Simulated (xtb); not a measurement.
C6H13BO2, charge +1, doublet, at a GFN2-xTB geometry (a state made from the parent by changing its charge; the spin is typed, not shown lowest); GFN2-xTB in xtb.

xtb was given this input:
```
$ xtb mol.xyz --gfn 2 --chrg 1 --uhf 1 --acc 0.0001 --json

# file mol.xyz
22

C     -1.72969277    -0.04080963     0.91568295
C     -0.77626925    -0.14906699    -0.29952640
C     -1.17041749    -1.30441677    -1.18094652
O     -0.74828285     1.05022552    -0.97668833
B      0.21566696     1.87872518    -0.47685827
O      1.00655457     1.19963970     0.40562724
C      0.74172185    -0.15188344     0.37591368
C      0.92774225    -0.80958379     1.71752242
C      1.62917612    -0.83481442    -0.69343194
H     -2.71646651     0.18308109     0.50925777
H     -1.43809812     0.77572084     1.57122338
H     -1.76675386    -0.97679102     1.46323278
H     -2.21689995    -1.19119111    -1.47039829
H     -0.60259359    -1.32287425    -2.10774338
H     -1.07303042    -2.25008196    -0.65470317
H      0.34354091     2.99266504    -0.75959864
H      0.41999245    -0.26780681     2.51149026
H      1.98840654    -0.79926831     1.97561696
H      0.60280030    -1.84620237     1.69442261
H      1.48322898    -0.38257540    -1.67101161
H      2.66149540    -0.66194728    -0.38771189
H      1.43630502    -1.90182591    -0.73258185
```

The log (banner, timings and long lists left out):

```
   ID    Z sym.   atoms
    1    6 C      1-3, 7-9
    2    8 O      4, 6
    3    5 B      5
    4    1 H      10-22

           -------------------------------------------------
          |                Calculation Setup                |
           -------------------------------------------------

           -------------------------------------------------
          |                 G F N 2 - x T B                 |
           -------------------------------------------------

          ...................................................
          :                      SETUP                      :
          :.................................................:
          :  # basis functions                  49          :
          :  # atomic orbitals                  49          :
          :  # shells                           31          :
          :  # electrons                        51          :
          :  max. iterations                   250          :
          :  Hamiltonian                  GFN2-xTB          :
          :  restarted?                      false          :
          :  GBSA solvation                  false          :
          :  PC potential                    false          :
          :  electronic temp.          300.0000000     K    :
          :  accuracy                    0.0001000          :
          :  -> integral cutoff          0.6500000E+02      :
          :  -> integral neglect         0.1000000E-11      :
          :  -> SCF convergence          0.1000000E-09 Eh   :
          :  -> wf. convergence          0.1000000E-07 e    :
          :  Broyden damping             0.4000000          :
          :  net charge                          1          :
          :  unpaired electrons                  1          :
          ...................................................

 iter      E             dE          RMSdq      gap      omega  full diag
   1    -28.6325483 -0.286325E+02  0.512E+00    6.95       0.0  T
   2    -28.7636488 -0.131100E+00  0.322E+00    5.45       1.0  T
   3    -28.7698493 -0.620052E-02  0.153E+00    6.01       1.0  T
   4    -28.7784183 -0.856896E-02  0.374E-01    5.93       1.0  T
   5    -28.7798995 -0.148122E-02  0.162E-01    6.08       1.0  T
   6    -28.7799918 -0.923183E-04  0.679E-02    5.93       1.0  T
   7    -28.7801167 -0.124917E-03  0.215E-02    5.98       1.0  T
   8    -28.7801180 -0.125821E-05  0.846E-03    5.99       2.5  T
[...]
         :: total energy             -28.455603673020 Eh    ::
[...]
     1   6 C    3.946 --    11 H    0.978    12 H    0.975    10 H    0.943
                             2 C    0.903
     2   6 C    3.896 --     4 O    1.065     3 C    1.031     1 C    0.903
                             7 C    0.734
     3   6 C    3.977 --     2 C    1.031    15 H    0.969    14 H    0.957
                            13 H    0.923
     4   8 O    2.419 --     5 B    1.127     2 C    1.065
     5   5 B    3.288 --     6 O    1.127     4 O    1.127    16 H    0.961
     6   8 O    2.419 --     5 B    1.127     7 C    1.065
     7   6 C    3.896 --     6 O    1.065     8 C    1.031     9 C    0.903
                             2 C    0.734
     8   6 C    3.977 --     7 C    1.031    19 H    0.969    17 H    0.957
                            18 H    0.923
     9   6 C    3.946 --    20 H    0.978    22 H    0.975    21 H    0.943
                             7 C    0.903
    10   1 H    0.985 --     1 C    0.943
    11   1 H    0.992 --     1 C    0.978
    12   1 H    0.990 --     1 C    0.975
    13   1 H    0.982 --     3 C    0.923
    14   1 H    0.989 --     3 C    0.957
    15   1 H    0.991 --     3 C    0.969
    16   1 H    0.999 --     5 B    0.961
    17   1 H    0.989 --     8 C    0.957
    18   1 H    0.982 --     8 C    0.923
    19   1 H    0.991 --     8 C    0.969
    20   1 H    0.992 --     9 C    0.978
    21   1 H    0.985 --     9 C    0.943
    22   1 H    0.990 --     9 C    0.975
 ---------------------------------------------------------------------------

Topologies differ in total number of bonds
Writing topology from bond orders to xtbtopo.mol

molecular dipole:
                 x           y           z       tot (Debye)
 q only:       -0.103      -0.895       0.227
   full:       -0.114      -0.994       0.252       2.623
molecular quadrupole (traceless):
                xx          xy          yy          xz          yz          zz
 q only:        1.913      -0.336      -0.165      -0.408      -0.369      -1.748
  q+dip:        3.226      -0.690      -1.800      -0.388       0.171      -1.426
   full:        3.497      -1.011      -2.323      -1.242       0.496      -1.174

           -------------------------------------------------
          | TOTAL ENERGY              -28.455603673020 Eh   |
          | GRADIENT NORM               0.000053267444 Eh/α |
          | HOMO-LUMO GAP               5.988441364488 eV   |
           -------------------------------------------------

normal termination of xtb
```
